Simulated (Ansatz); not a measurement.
```xyz
7

C    -1.625    0.311   -0.754
C    -0.505    0.283   -0.305
B     0.916    0.259    0.260
O     1.411   -0.838    0.871
H    -2.613    0.342   -1.152
H     1.633    1.210    0.178
H     0.784   -1.567    0.903
```

Total charge 0; spin multiplicity 1.

Task: List the r2SCAN/def2-TZVPP orbital energies in eV (the Gaussian-basis code of Ansatz). (Estimate.)

Result: Computed: Occupied: -516.65, -273.55, -272.99, -181.28, -27.44, -19.78, -15.12, -14.39, -12.62, -10.50, -9.60, -8.57, -7.63, -7.37. Lowest empty: -2.01, -0.33, 1.19, 2.00, 2.45, 2.57, 3.39, 3.88.
